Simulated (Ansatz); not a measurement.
Total energies of C₅H₈AlN, SMILES `[AlH3-][n+]1ccccc1`.

```csv
atom,x (Å),y (Å),z (Å)
Al1,1.3114,-1.5709,-1.5844
N2,0.3047,-0.3156,-0.3445
C3,-0.6089,0.5250,-0.8327
C4,-1.3508,1.3577,-0.0179
C5,-1.1332,1.3174,1.3497
C6,-0.1809,0.4462,1.8535
C7,0.5191,-0.3538,0.9718
H8,2.6790,-1.7177,-0.7562
H9,1.3122,-0.6769,-2.9181
H10,0.3462,-2.8525,-1.5906
H11,-0.7266,0.5177,-1.9104
H12,-2.0819,2.0256,-0.4543
H13,-1.6970,1.9605,2.0154
H14,0.0239,0.3850,2.9143
H15,1.2828,-1.0477,1.3042
```

Total charge 0; spin multiplicity 1. All single points use the PBE0-D4/def2-TZVP geometry. Basis def2-TZVPP, Ansatz 0.2.0.

RPA on PBE orbitals: Hartree–Fock energy of these orbitals -490.39935 Eh, correlation -1.77382 Eh (frozen core).

```
functional  energy without D4 (Eh)  D4 term (kJ/mol)
       PBE              -492.15733             -39.4
   ωB97X-V              -492.51194                 –
```

(1) Give the same for LDA (SPW92), revPBE, BLYP, r2SCAN, B97M-V, PBE0, B3LYP, r2SCANh, r2SCAN0, HSE06 (plane-wave form), BHLYP, CAM-B3LYP, LC-ωPBE, ωB97M-V, B2PLYP, PBE-QIDH. (Best estimate.)

B3LYP takes the VWN-RPA correlation (the form of Gaussian; ORCA's B3LYP/G). HSE06 is the plane-wave form, built on full-range PBE exchange. The double hybrids freeze the cores in their second-order part.

## Answers

(1) The calculation gave: 
| functional | energy without D4 (Eh) | D4 term (kJ/mol) |
| --- | --- | --- |
| LDA (SPW92) | -489.30897 | – |
| revPBE | -492.49564 | -125.0 |
| BLYP | -492.52077 | -87.1 |
| r2SCAN | -492.45071 | -10.1 |
| B97M-V | -492.58271 | – |
| PBE0 | -492.20611 | -33.4 |
| B3LYP | -492.65850 | -63.2 |
| r2SCANh | -492.43660 | -10.7 |
| r2SCAN0 | -492.41680 | -11.8 |
| HSE06 (plane-wave form) | -492.18570 | -31.0 |
| BHLYP | -492.47450 | -46.5 |
| CAM-B3LYP | -492.49485 | -33.7 |
| LC-ωPBE | -492.35968 | – |
| ωB97M-V | -492.49859 | – |
| B2PLYP | -492.29004 | – |
| PBE-QIDH | -492.07816 | – |

LC-ωPBE has ω = 0.4 bohr⁻¹.
